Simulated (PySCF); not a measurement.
A structure optimised at PBE-D3(BJ)/def2-SVP, used in a PySCF frequency run:

```
C
H 1 1.1041
C 1 1.5126 2 115.38
H 3 1.1011 1 118.55 2 3.49
H 3 1.1016 4 114.59 1 -147.41
C 3 1.5187 4 117.20 5 -142.59
H 6 1.1042 3 115.80 4 -3.99
C 6 1.4411 7 114.14 3 -147.49
C 8 1.2243 7 151.80 6 178.75
H 9 1.0805 7 162.18 6 179.40
Si 1 1.8855 2 114.35 6 -145.27
H 11 1.5025 1 110.18 2 -167.82
H 11 1.5043 12 109.61 1 122.58
H 11 1.5063 12 108.77 13 118.35
```

### Question
Write its SMILES and formula.

### Answer
C#C[C@@H]1C[C@@H]1[SiH3], C₅H₈Si

### Question
What are its rotational constants (standard atomic weights)?

### Answer
3.9577, 2.2424, 1.6018 GHz
